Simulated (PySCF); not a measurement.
Potential energy surface of H₃O (cation, charge +1), singlet: umbrella (inversion) coordinate, bond length relaxed. Scanned: angle between the O-H bonds and the threefold axis (90 = planar). Other coordinates (O-H bond length) were minimised at PBE0/def2-TZVP.

RHF/cc-pVTZ (PySCF); CCSD(T) on RHF/cc-pVTZ, 1 core orbital frozen (PySCF).

Energies relative to the lowest point of each profile, in kJ/mol:

| a / ° | RHF |
|---|---|
| 90 | 4.8 |
| 93 | 4.4 |
| 99 | 1.7 |
| 102 | 0.4 |
| 105 | 0.0 |
| 108 | 1.3 |
| 114 | 12.7 |
| 117 | 24.6 |
| 120 | 41.9 |
| 126 | 96.6 |
| 129 | 135.7 |
| 132 | 183.8 |

### Question
What does CCSD(T) give at the same points?

### Answer
90: 9.0; 93: 8.5; 99: 4.7; 102: 2.3; 105: 0.5; 108: 0.0; 114: 6.2; 117: 14.7; 120: 27.9; 126: 72.2; 129: 104.9; 132: 145.9 (kJ/mol).
